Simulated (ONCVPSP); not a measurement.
## B, ONCV: configuration errors across variants

* Element: boron
* Generator: ONCVPSP 4.0.1
* Type: optimised norm-conserving Vanderbilt (ONCV)
* Functional: PBEsol
* Relativity: non-relativistic
* Frozen core: [He]
* Valence charge: 3
* Reference configuration: 2s1 (charge +2)
* Partial waves: 2s: rc 1.00 bohr, ncon 4, nbas 7, qcut 8.3 1/bohr, 1 projector; p scattering state at 0.29 Ha: rc 0.80 bohr, ncon 4, nbas 9, qcut 8.9 1/bohr, 3 projectors, debl 0.4 Ha
* Local potential: polynomial inside 0.70 bohr (lpopt 4, dvloc0 4 Ha)
* Core correction: Teter function, fcfact 3, rcfact 1.7

All-electron excitation energies from the reference (eV): (1) 2s2 2p1 -33.396; (2) 2s2 -25.254; (3) 2s2 2p0.5 -30.540; (4) 2s1 2p1 -19.137.

A true bound ghost makes a file unfit for plane-wave use even where its test errors are small: the radial tests pick states by their node count and pass the ghost by.

Errors AE − PS in meV (a dash: test not solved or not reliable):

| change | (1) | (2) | (3) | (4) | bound ghosts | GHOST(+) flags above zero |
| --- | --- | --- | --- | --- | --- | --- |
| base | +4.2 | -3.9 | +0.2 | +4.9 | p | none |
| p: rc 0.56; local potential polynomial inside 0.56 bohr (lpopt 4, dvloc0 4 Ha) | +5.1 | -3.2 | +1.1 | +4.1 | p | p |
| p: rc 0.74 | +3.9 | -3.9 | +0.1 | +4.5 | p | none |
| p: rc 0.88 | +4.7 | -3.9 | +0.4 | +5.6 | p | none |
| p: rc 0.98 | +5.4 | -3.9 | +0.9 | +6.6 | none | p |
| p: rc 1.06 | +6.2 | -3.9 | +1.3 | +7.5 | none | p |
| p: rc 1.16 | +7.2 | -3.9 | +1.8 | +8.7 | none | p |

Question: Give the same row for: p: rc 0.64; local potential polynomial inside 0.64 bohr (lpopt 4, dvloc0 4 Ha).

Answer: +4.2, -3.6, +0.4, +4.1; bound ghosts: p; GHOST(+) flags above zero: p.
